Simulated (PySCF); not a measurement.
Compound: CH6Cl2NSi (charge +1).
Bonds: N1–Si2, Si2–C3, C3–Cl4, C3–Cl5. Hydrogens: H6, H7, H8 on N1; H9, H10 on Si2; H11 on C3.

Computed by this run: PBE0-D3(BJ)/def2-SVP geometry optimisation, gas phase in PySCF; density fitting, grid level 1; the optimiser is geomeTRIC in internal coordinates, started from a GFN2-xTB structure.

Step 0: E = -35514.9151 eV
```
atom  x, y, z in Å  |  force x, y, z in eV/Å
N1      1.2580   -0.4036   -0.3795    0.039   0.231   0.106
Si2     0.1982    0.9508    0.4119   -0.737  -1.015  -0.389
C3     -1.4503   -0.0070    0.1772    0.470  -0.372  -0.242
Cl4    -1.2743   -1.5630    1.0541    0.004   0.239   0.011
Cl5    -1.6307   -0.2998   -1.5846    0.026   0.160   0.175
H6      0.9200   -0.5763   -1.3332   -0.078  -0.032  -0.201
H7      1.1167   -1.2794    0.1370   -0.033  -0.184   0.114
H8      2.2596   -0.2114   -0.4218    0.266   0.034  -0.018
H9      0.3529    2.0748   -0.4980    0.114   0.479  -0.144
H10     0.6647    0.9809    1.7892    0.189   0.205   0.430
H11    -2.3691    0.4595    0.5244   -0.260   0.255   0.158
```

Step 1: E = -35514.9460 eV
```
atom  x, y, z in Å  |  force x, y, z in eV/Å
N1      1.3051   -0.4311   -0.3638   -0.071  -0.073   0.048
Si2     0.1646    0.8691    0.3952   -0.043   0.339  -0.057
C3     -1.4841   -0.0286    0.1870   -0.082   0.070  -0.091
Cl4    -1.3792   -1.6158    0.9714    0.063  -0.032   0.022
Cl5    -1.6839   -0.1423   -1.5879   -0.014  -0.128   0.001
H6      0.9506   -0.6852   -1.2984   -0.002   0.008  -0.017
H7      1.2756   -1.2900    0.2041    0.015  -0.044  -0.033
H8      2.2867   -0.1445   -0.4605   -0.001   0.015   0.002
H9      0.2928    2.0329   -0.5119    0.041  -0.031   0.047
H10     0.6898    1.0701    1.7620   -0.023  -0.126   0.054
H11    -2.3724    0.4908    0.5795    0.116   0.003   0.024
```

Q: Estimate the geometry and energy of step 2. (The exact step hangs on the optimiser's Hessian estimate; all steps are aligned on step 1, rigid shifts and turns removed.)

A: E = -35514.9619 eV, largest force 0.136 eV/Å
```
atom  x, y, z in Å  |  force x, y, z in eV/Å
N1      1.2864   -0.4280   -0.3677    0.046  -0.012  -0.004
Si2     0.1633    0.8867    0.3961    0.035   0.131  -0.005
C3     -1.4749   -0.0246    0.1775   -0.027   0.014  -0.127
Cl4    -1.3381   -1.5939    0.9961    0.011  -0.040   0.066
Cl5    -1.6717   -0.1998   -1.5932   -0.027  -0.023   0.076
H6      0.9362   -0.6590   -1.3104   -0.004   0.007  -0.004
H7      1.2392   -1.2988    0.1812   -0.013  -0.001  -0.006
H8      2.2731   -0.1553   -0.4521    0.002  -0.005  -0.002
H9      0.3237    2.0551   -0.4954    0.014   0.005   0.005
H10     0.6707    1.0503    1.7760   -0.031  -0.079   0.013
H11    -2.3620    0.4927    0.5687   -0.008   0.003  -0.013
```

The energy changes by -0.0158 eV. The first-order estimate −F·Δx gives -0.0238 eV and the mean of the old and new forces, exact on a quadratic surface, -0.0160 eV. The step makes an angle of 64° with the force vector and moves no atom by more than 0.059 Å.

What follows is the cost of the whole optimisation. On an Arm Neoverse N1 with one thread, shared host with 32 logical CPUs at a one-minute load of 24, this took 34 s wall and 0.58 GiB of memory at its peak.
